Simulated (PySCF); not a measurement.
Species: C2H9GeNSi2.
Atom-mapped SMILES: `[N:1]#[C:2][CH2:3][SiH2:4][SiH2:5][GeH3:6]` (hydrogens: H7, H8 on C3; H9, H10 on Si4; H11, H12 on Si5; H13, H14, H15 on Ge6)

Level of theory: TDDFT B3LYP/def2-SVPD, vertical, gas phase, core orbitals frozen in the response (PySCF 2.14.0, density-fitted response routines). Geometry: PBE0-D3(BJ)/def2-SVP, one conformer, isolated molecule. The B3LYP/def2-SVPD calculation is non-relativistic and has no spin–orbit coupling, an omission that weighs most on germanium. Torsions of this conformer, `[N:1]#[C:2][CH2:3][SiH2:4][SiH2:5][GeH3:6]`: C2–C3–Si4–Si5 -49°, C3–Si4–Si5–Ge6 -46°.

```json
{"state": "S1", "λ (nm)": "195.3", "E (eV)": "6.35", "f": "0.148", "|μ| (D)": "2.48", "main configurations (H = HOMO, L = LUMO)": "H→L (88%)"}
{"state": "S2", "λ (nm)": "186.4", "E (eV)": "6.65", "f": "0.038", "|μ| (D)": "1.22", "main configurations (H = HOMO, L = LUMO)": "H→L+1 (79%), H→L+2 (13%)"}
{"state": "S3", "λ (nm)": "181.3", "E (eV)": "6.84", "f": "0.010", "|μ| (D)": "0.63", "main configurations (H = HOMO, L = LUMO)": "H-1→L (91%)"}
{"state": "S4", "λ (nm)": "177.8", "E (eV)": "6.97", "f": "0.038", "|μ| (D)": "1.20", "main configurations (H = HOMO, L = LUMO)": "H→L+2 (74%), H→L+1 (12%)"}
{"state": "S5", "λ (nm)": "176.9", "E (eV)": "7.01", "f": "0.076", "|μ| (D)": "1.69", "main configurations (H = HOMO, L = LUMO)": "H→L+3 (83%)"}
{"state": "S6", "λ (nm)": "173.5", "E (eV)": "7.14", "f": "0.028", "|μ| (D)": "1.01", "main configurations (H = HOMO, L = LUMO)": "H-1→L+1 (31%), H-2→L (12%), H-1→L+3 (10%)"}
{"state": "S7", "λ (nm)": "171.9", "E (eV)": "7.21", "f": "0.014", "|μ| (D)": "0.72", "main configurations (H = HOMO, L = LUMO)": "H-2→L (81%), H-1→L+1 (8%)"}
{"state": "S8", "λ (nm)": "171.4", "E (eV)": "7.23", "f": "0.109", "|μ| (D)": "1.99", "main configurations (H = HOMO, L = LUMO)": "H→L+4 (83%)"}
{"state": "S9", "λ (nm)": "170.5", "E (eV)": "7.27", "f": "0.0050", "|μ| (D)": "0.42", "main configurations (H = HOMO, L = LUMO)": "H→L+5 (72%), H→L+6 (8%)"}
{"state": "S10", "λ (nm)": "168.7", "E (eV)": "7.35", "f": "0.035", "|μ| (D)": "1.12", "main configurations (H = HOMO, L = LUMO)": "H-1→L+1 (30%), H-1→L+3 (27%)"}
```

Triplets (Tamm–Dancoff): T1 5.66 eV, H→L (91%); T2 6.10 eV, H→L+1 (72%), H→L+2 (11%); T3 6.16 eV, H-1→L+4 (10%), H-2→L+4 (9%); T4 6.31 eV, H→L+2 (67%), H→L+1 (13%).

The lowest singlet lies at 6.35 eV (195 nm, vacuum ultraviolet) and is of moderate strength; its leading configuration is HOMO→LUMO (88%). The lowest level is also the most intense of those listed (f = 0.148). Löwdin shares by element: HOMO silicon 50%, germanium 25%, hydrogen 6% or more (atoms not listed hold the other 19%); LUMO silicon 37%, germanium 16%, hydrogen 9% or more (atoms not listed hold the other 39%). Weighted by f, the mean energy of these states is 6.87 eV. The oscillator strengths of these states sum to 0.500; summed over the whole spectrum of an exact calculation they would give the number of electrons, 88 (Thomas–Reiche–Kuhn). The listed states span 1.00 eV, and the widest gap between neighbours is 0.31 eV (S1 to S2). All these states lie below the vertical ionisation energy of 9.87 eV (ΔSCF). Singlets were solved by full linear response, triplets in the Tamm–Dancoff approximation.
